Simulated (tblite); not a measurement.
Compound: 3-cyclohexen-1-ol, C₆H₁₀O.
Atom-mapped SMILES: `[OH:1][C@H:2]1[CH2:3][CH:4]=[CH:5][CH2:6][CH2:7]1` (hydrogens: H8 on O1; H9 on C2; H10, H11 on C3; H12 on C4; H13 on C5; H14, H15 on C6; H16, H17 on C7)

Computed with GFN2-xTB (tblite), gas phase: Langevin dynamics at 300 K from the optimised GFN2-xTB geometry, time step 0.5 fs, friction 0.01 fs⁻¹, 2000 steps. The instantaneous temperature is 2·E(kin)/(3Nk) with all 3N coordinates.

| t (fs) | T (K) | E(pot) above start (eV) | O1–C2 (Å) | C2–C3 (Å) | C3–C4 (Å) | C4=C5 (Å) | C5–C6 (Å) | O1–H8 (Å) |
| --- | --- | --- | --- | --- | --- | --- | --- | --- |
| 0 | 259 | 0.000 | 1.411 | 1.532 | 1.498 | 1.322 | 1.498 | 0.965 |
| 25 | 152 | 0.449 | 1.408 | 1.515 | 1.496 | 1.336 | 1.491 | 0.985 |
| 50 | 308 | 0.278 | 1.421 | 1.513 | 1.534 | 1.324 | 1.506 | 0.976 |
| 75 | 297 | 0.503 | 1.430 | 1.546 | 1.507 | 1.312 | 1.471 | 0.969 |
| 100 | 302 | 0.563 | 1.409 | 1.552 | 1.502 | 1.318 | 1.463 | 0.995 |
| 125 | 385 | 0.502 | 1.430 | 1.527 | 1.513 | 1.359 | 1.502 | 0.919 |
| 150 | 308 | 0.525 | 1.420 | 1.537 | 1.498 | 1.333 | 1.484 | 0.989 |
| 175 | 252 | 0.537 | 1.419 | 1.544 | 1.496 | 1.291 | 1.485 | 0.996 |
| 200 | 354 | 0.374 | 1.408 | 1.550 | 1.487 | 1.344 | 1.507 | 0.922 |
| 225 | 235 | 0.705 | 1.402 | 1.527 | 1.482 | 1.334 | 1.524 | 1.038 |
| 250 | 310 | 0.518 | 1.432 | 1.547 | 1.525 | 1.308 | 1.525 | 0.939 |
| 275 | 251 | 0.614 | 1.424 | 1.543 | 1.545 | 1.309 | 1.454 | 0.949 |
| 300 | 238 | 0.554 | 1.418 | 1.545 | 1.491 | 1.340 | 1.476 | 1.001 |
| 325 | 282 | 0.576 | 1.389 | 1.524 | 1.471 | 1.349 | 1.548 | 0.943 |
| 350 | 206 | 0.725 | 1.421 | 1.570 | 1.489 | 1.294 | 1.555 | 0.990 |
| 375 | 269 | 0.588 | 1.444 | 1.524 | 1.478 | 1.302 | 1.514 | 0.951 |
| 400 | 314 | 0.551 | 1.433 | 1.537 | 1.522 | 1.366 | 1.500 | 0.969 |
| 425 | 307 | 0.677 | 1.410 | 1.492 | 1.524 | 1.333 | 1.457 | 0.972 |
| 450 | 280 | 0.720 | 1.409 | 1.557 | 1.518 | 1.268 | 1.491 | 0.974 |
| 475 | 278 | 0.777 | 1.405 | 1.507 | 1.490 | 1.352 | 1.513 | 0.953 |
| 500 | 356 | 0.686 | 1.432 | 1.515 | 1.461 | 1.335 | 1.519 | 0.997 |
| 525 | 436 | 0.336 | 1.406 | 1.548 | 1.508 | 1.298 | 1.509 | 0.968 |
| 550 | 234 | 0.641 | 1.361 | 1.563 | 1.503 | 1.331 | 1.474 | 0.955 |
| 575 | 315 | 0.439 | 1.415 | 1.516 | 1.477 | 1.349 | 1.499 | 0.990 |
| 600 | 191 | 0.364 | 1.442 | 1.531 | 1.485 | 1.328 | 1.523 | 0.944 |
| 625 | 204 | 0.472 | 1.437 | 1.527 | 1.510 | 1.321 | 1.484 | 0.977 |
| 650 | 244 | 0.609 | 1.415 | 1.495 | 1.523 | 1.328 | 1.505 | 0.961 |
| 675 | 305 | 0.657 | 1.406 | 1.512 | 1.486 | 1.328 | 1.527 | 0.956 |
| 700 | 225 | 0.767 | 1.394 | 1.555 | 1.444 | 1.315 | 1.456 | 0.966 |
| 725 | 283 | 0.415 | 1.396 | 1.512 | 1.507 | 1.340 | 1.512 | 0.987 |
| 750 | 186 | 0.690 | 1.415 | 1.462 | 1.524 | 1.358 | 1.552 | 0.955 |
| 775 | 249 | 0.627 | 1.399 | 1.509 | 1.480 | 1.283 | 1.491 | 0.955 |
| 800 | 284 | 0.584 | 1.459 | 1.579 | 1.443 | 1.327 | 1.467 | 0.996 |
| 825 | 285 | 0.800 | 1.459 | 1.510 | 1.520 | 1.365 | 1.512 | 0.962 |
| 850 | 376 | 0.592 | 1.431 | 1.495 | 1.537 | 1.325 | 1.528 | 0.952 |
| 875 | 254 | 0.674 | 1.418 | 1.518 | 1.491 | 1.303 | 1.482 | 0.994 |
| 900 | 397 | 0.642 | 1.363 | 1.483 | 1.479 | 1.332 | 1.457 | 0.923 |
| 925 | 381 | 0.591 | 1.413 | 1.521 | 1.545 | 1.339 | 1.543 | 0.972 |
| 950 | 320 | 0.695 | 1.463 | 1.546 | 1.472 | 1.304 | 1.548 | 0.981 |
| 975 | 405 | 0.792 | 1.495 | 1.552 | 1.401 | 1.322 | 1.486 | 0.956 |
| 1000 | 326 | 0.887 | 1.415 | 1.572 | 1.480 | 1.342 | 1.540 | 0.952 |

Q: From 500 fs on, how do temperature and potential energy compare with equipartition?

A: The mean temperature of these 21 frames is 298 K against the target 300 K, and the mean potential energy 0.62 eV against 45 × kT/2 = 0.58 eV for 45 classical harmonic modes. For 17 atoms in a canonical ensemble the temperature itself scatters by T·√(2/(3N)) = 59 K; here its standard deviation is 72 K. The whole run lasts only 10 friction times of 100 fs, so these averages carry a wide statistical error.

Q: What are the kinetic and total energies of the listed frame with the highest potential energy?

A: The one at 1000 fs, 0.887 eV above the start. Its kinetic energy is 3NkT/2 = 0.716 eV at 326 K, so the sum is 1.60 eV; over the listed frames the sum runs from 0.57 to 1.68 eV, since the thermostat adds and removes energy.

Q: How much do the listed bonds fluctuate from 500 fs on?

A: 
```tsv
bond	at the start (Å)	mean (Å)	standard deviation (Å)
O1–C2	1.411	1.421	0.031
C2–C3	1.532	1.525	0.029
C3–C4	1.498	1.489	0.033
C4=C5	1.322	1.327	0.019
C5–C6	1.498	1.505	0.028
O1–H8	0.965	0.967	0.019
```

The motion is classical and holds no zero-point motion.

The cost below is that of the whole dynamics run. The run took 16 s of wall time on one thread of an Arm Neoverse N1, shared host with 64 logical CPUs at a one-minute load of 43, and the process peaked at 0.18 GiB of memory.
